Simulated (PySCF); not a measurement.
Cl2NbO (SMILES [O]=[Nb]([Cl])[Cl]), doublet, geometry from GFN2-xTB (such geometries of metal compounds can be far from the true shape) (the multiplicity is a formal guess) (core potentials on Nb), with bond 3-1 at 1.3 times its length; PBE0/def2-SV(P) (PySCF).

PySCF was given this input:
```python
from pyscf import gto, scf, dft

mol = gto.M(
    atom='''
Nb    0.25310474   -0.11572871   -0.06124774
O     1.74032183   -0.79573852   -0.42113304
Cl   -0.90917771   -0.51357186    2.47808936
Cl   -0.78844539    1.07533749   -1.54619311
''',
    basis='def2-sv(p)',
    ecp={'Nb': 'def2-sv(p)'},
    spin=1,
    verbose=4,
)

mf = dft.UKS(mol)
mf.xc = 'pbe0'
mf = mf.newton()
mf.kernel()
mf.analyze()
```

### Question
Write the output that PySCF gives for this input, abridged.

### Answer

```
PySCF version 2.14.0

[INPUT] verbose = 4
[INPUT] num. atoms = 4
[INPUT] num. electrons = 55
[INPUT] charge = 0
[INPUT] spin (= nelec alpha-beta = 2S) = 1
[INPUT] symmetry False subgroup None
[INPUT] Mole.unit = angstrom
[INPUT] Symbol           X                Y                Z      unit          X                Y                Z       unit  Magmom
[...]
nuclear repulsion = 203.372579174729
number of shells = 32
number of NR pGTOs = 146
number of NR cGTOs = 74
basis = def2-sv(p)
ecp = {'Nb': 'def2-sv(p)'}

******** <class 'pyscf.soscf.newton_ah.SecondOrderUKS'> ********
method = SecondOrderUKS
initial guess = minao
damping factor = 0
level_shift factor = 0
DIIS = <class 'pyscf.scf.diis.CDIIS'>
diis_start_cycle = 1
diis_space = 8
diis_damp = 0
SCF conv_tol = 1e-09
SCF conv_tol_grad = None
SCF max_cycles = 50
direct_scf = True
direct_scf_tol = 1e-13
number electrons alpha = 28  beta = 27
XC library pyscf.dft.libxc version 7.1.2
    S. Lehtola, C. Steigemann, M. J. T. Oliveira, and M. A. L. Marques,  SoftwareX 7, 1–5 (2018)
XC functionals = pbe0
    C. Adamo and V. Barone,  J. Chem. Phys. 110, 6158 (1999)
    M. Ernzerhof and G. E. Scuseria,  J. Chem. Phys. 110, 5029 (1999)
radial grids:
    Treutler-Ahlrichs [JCP 102, 346 (1995); DOI:10.1063/1.469408] (M4) radial grids

becke partition: Becke, JCP 88, 2547 (1988); DOI:10.1063/1.454033
pruning grids: <function nwchem_prune>
grids dens level: 3
symmetrized grids: False
atomic radii adjust function: <function treutler_atomic_radii_adjust>
small_rho_cutoff = 0
******** <class 'pyscf.dft.uks.UKS'> Newton solver flags ********
SCF tol = 1e-09
conv_tol_grad = None
max. SCF cycles = 50
direct_scf = True
direct_scf_tol = 1e-13
max_cycle_inner = 12
max_stepsize = 0.05
ah_start_tol = 1e+09
ah_level_shift = 0
ah_conv_tol = 1e-12
ah_lindep = 1e-14
ah_start_cycle = 1
ah_max_cycle = 40
ah_grad_trust_region = 2.5
kf_interval = 4
kf_trust_region = 5
canonicalization = True
Set conv_tol_grad to 3.16228e-05
tot grids = 74280

Initial guess E= -1045.16981650464  |g|= 2.80559
macro= 0  E= -1049.69934788171  delta_E= -4.52953  |g|= 1.9398  3 KF 15 JK
macro= 1  E= -1051.49002989293  delta_E= -1.79068  |g|= 0.776982  3 KF 15 JK
macro= 2  E= -1051.8970633825  delta_E= -0.407033  |g|= 0.149621  3 KF 18 JK
macro= 3  E= -1051.939381942  delta_E= -0.0423186  |g|= 0.0767012  3 KF 20 JK
macro= 4  E= -1051.95400281476  delta_E= -0.0146209  |g|= 0.0224234  3 KF 10 JK
[...]
converged SCF energy = -1051.95415358922  <S^2> = 0.75896636  2S+1 = 2.0089463
Total Energy =                       -1051.954153589216503
[...]
spin_pop of  0 Nb 5px       0.00095
spin_pop of  0 Nb 5py       0.00130
spin_pop of  0 Nb 5pz       0.00338
spin_pop of  0 Nb 6px       0.00057
spin_pop of  0 Nb 6py       0.00401
spin_pop of  0 Nb 6pz       0.00639
spin_pop of  0 Nb 4dxy      0.19944
spin_pop of  0 Nb 4dyz      0.16991
spin_pop of  0 Nb 4dz^2     0.04763
spin_pop of  0 Nb 4dxz      0.06964
spin_pop of  0 Nb 4dx2-y2    0.26166
spin_pop of  0 Nb 5dxy      0.05344
spin_pop of  0 Nb 5dyz      0.02553
spin_pop of  0 Nb 5dz^2     0.01116
spin_pop of  0 Nb 5dxz      0.02695
spin_pop of  0 Nb 5dx2-y2    0.00099
spin_pop of  1 O 1s        0.00000
spin_pop of  1 O 2s       -0.00004
spin_pop of  1 O 3s        0.00038
spin_pop of  1 O 2px      -0.01235
spin_pop of  1 O 2py      -0.03651
spin_pop of  1 O 2pz      -0.01997
spin_pop of  1 O 3px       0.00093
spin_pop of  1 O 3py       0.00260
spin_pop of  1 O 3pz       0.00097
spin_pop of  1 O 3dxy      0.00011
spin_pop of  1 O 3dyz      0.00010
spin_pop of  1 O 3dz^2     0.00006
spin_pop of  1 O 3dxz      0.00002
spin_pop of  1 O 3dx2-y2    0.00002
spin_pop of  2 Cl 1s        0.00000
spin_pop of  2 Cl 2s        0.00000
spin_pop of  2 Cl 3s        0.00458
spin_pop of  2 Cl 4s        0.00678
spin_pop of  2 Cl 2px      -0.00000
spin_pop of  2 Cl 2py      -0.00000
spin_pop of  2 Cl 2pz      -0.00000
spin_pop of  2 Cl 3px      -0.00766
spin_pop of  2 Cl 3py      -0.01226
spin_pop of  2 Cl 3pz      -0.01478
spin_pop of  2 Cl 4px       0.00072
spin_pop of  2 Cl 4py       0.00044
spin_pop of  2 Cl 4pz       0.00170
spin_pop of  2 Cl 3dxy      0.00005
spin_pop of  2 Cl 3dyz      0.00008
spin_pop of  2 Cl 3dz^2     0.00022
spin_pop of  2 Cl 3dxz      0.00024
spin_pop of  2 Cl 3dx2-y2    0.00008
spin_pop of  3 Cl 1s        0.00000
spin_pop of  3 Cl 2s        0.00000
spin_pop of  3 Cl 3s        0.00070
spin_pop of  3 Cl 4s        0.00093
spin_pop of  3 Cl 2px       0.00000
spin_pop of  3 Cl 2py      -0.00000
spin_pop of  3 Cl 2pz      -0.00000
spin_pop of  3 Cl 3px      -0.00200
spin_pop of  3 Cl 3py      -0.01054
spin_pop of  3 Cl 3pz      -0.00109
spin_pop of  3 Cl 4px       0.00087
spin_pop of  3 Cl 4py       0.00028
spin_pop of  3 Cl 4pz       0.00204
spin_pop of  3 Cl 3dxy      0.00073
spin_pop of  3 Cl 3dyz      0.00018
spin_pop of  3 Cl 3dz^2     0.00034
spin_pop of  3 Cl 3dxz      0.00008
spin_pop of  3 Cl 3dx2-y2    0.00053
In total            28.00000 | 27.00000
Dipole moment(X, Y, Z, Debye):  0.15585,  1.00469, -2.65225
```
